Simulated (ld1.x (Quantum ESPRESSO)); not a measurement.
# Before and after: RRKJ potential for helium (He)

He (Z = 2), norm-conserving RRKJ (Kleinman–Bylander form), made with ld1.x (Quantum ESPRESSO) 7.5 (LDA (PZ), scalar-relativistic). Core none, reference 1s2. Waves: 1s (bound): rc 0.55 bohr; 2p channel at 0.25 Ry: rc 0.55 bohr. Local part: all-electron potential smoothed inside 0.40 bohr (lloc = -2). Core correction: none.

Change: wave 1s (bound): rc 0.55 bohr becomes 1s (bound): rc 0.50 bohr.

Cutoffs: the cutoffs (Ry, on a coarse ladder) from which the occupation-weighted sum of valence levels, in a spherical-Bessel basis at the reference potential, stays within 10 and 1 mRy of its value at 400 Ry; they do not see the model core or the augmentation charge, which bear on the density cutoff. Errors are all-electron minus pseudo energies relative to the spin-unpolarised reference configuration.

Q: What does the change do?

A: The potential gets harder (160 Ry and 230 Ry → 180 Ry and 260 Ry); of the 4 tests that both files solve, the error grows in 0 and shrinks in 2 by more than 15 % and 0.3 meV (median size 2.0 → 1.2 meV); neither file shows a bound ghost. A smaller radius makes the pseudo-wave follow the all-electron one further in, where it bends more sharply, so more plane waves are needed.

```csv
quantity,base,changed
"cutoff, loose",160 Ry,180 Ry
"cutoff, tight",230 Ry,260 Ry
bound ghosts,none,none
"error for 1s1, meV [ΔE 26.49 eV]",+3.3,+1.7
"error for 1s1.5, meV [ΔE 10.37 eV]",+0.3,0.0
"error for 1s1 (spin-polarised), meV [ΔE 24.28 eV]",-3.6,-3.0
"error for 1s1.5 (spin-polarised), meV [ΔE 10.02 eV]",-0.7,-0.7
s: phases at 0.60 bohr within 0.05 rad from the reference energy up to (Ry; the scan ends near 5),to the end of the scan,to the end of the scan
p: phases at 0.60 bohr within 0.05 rad from the reference energy up to (Ry; the scan ends near 5),to the end of the scan,to the end of the scan
```
